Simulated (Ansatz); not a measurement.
**Counterpoise correction, worked out**

The pair of SiH3F (SMILES [SiH3]F, atoms 1–5) and TiF4 (SMILES F[Ti](F)(F)F, atoms 6–10), both closed shells, in one local arrangement (a lower one may exist), relaxed at PBE0-D4/def2-TZVP:

```
10
angstrom
Si 0.0871 -0.1536 -1.9576
F -0.3379 0.6817 -0.6291
H 1.5499 -0.3533 -1.9070
H -0.3099 0.6839 -3.1099
H -0.6513 -1.4327 -1.9329
F 0.1212 -0.2815 3.4871
Ti -0.0815 0.1434 1.8130
F 0.5879 -1.2376 0.9566
F 0.8406 1.6140 1.6419
F -1.8061 0.3356 1.6378
```

Ansatz 0.2.0; basis: def2-TZVPPD; cores frozen in the correlated methods.

MP2 total energies in eV:

| system | geometry | basis functions | energy |
| --- | --- | --- | --- |
| pair | pair | all | -44591.13012 |
| SiH3F | as in the pair | all (partner as ghosts) | -10629.26588 |
| TiF4 | as in the pair | all (partner as ghosts) | -33961.58428 |
| SiH3F | as in the pair | its own | -10629.23937 |
| TiF4 | as in the pair | its own | -33961.53075 |
| SiH3F | free (PBE0-D4 minimum) | its own | -10629.24914 |
| TiF4 | free (PBE0-D4 minimum) | its own | -33961.62478 |

(1) Work out the interaction energy with and without the counterpoise correction, the superposition error, and the binding energy from the relaxed fragments.

T1 diagnostic: at most 0.024.

Results:

(1) Without correction: -44591.13012 − (-10629.23937) − (-33961.53075) = -0.36000 eV.
With correction (each fragment in the whole basis): -44591.13012 − (-10629.26588) − (-33961.58428) = -0.27996 eV = -6.46 kcal/mol.
The superposition error is the difference, 0.08004 eV, 22 % of the uncorrected value: each fragment borrows its partner's functions.
Deformation from the free shapes: 0.00977 eV for SiH3F and 0.09403 eV for TiF4.
Binding energy from relaxed fragments: -0.27996 + 0.00977 + 0.09403 = -0.17616 eV = -4.06 kcal/mol (electronic, without zero-point energy; negative means bound). For comparison, the corrected interaction energy by CCSD(T) at an estimated basis limit (MP2 extrapolated from triple and quadruple zeta, plus CCSD(T) − MP2 in triple zeta) is -0.354 eV.

For scale, one of the runs: CCSD(T)/def2-TZVPPD, 366 basis functions, launched by `ansatz run in.yaml --threads 2 --pin off --events-out ev --progress --plain --max-ram 22528MiB --backend cuda --devices 0, --max-vram 18GiB`. Time: 12 s of wall clock on 2 CPU threads of an AMD EPYC 7R13 and a share of one NVIDIA H100; the host was shared. Peak host memory: 0.91 GiB.
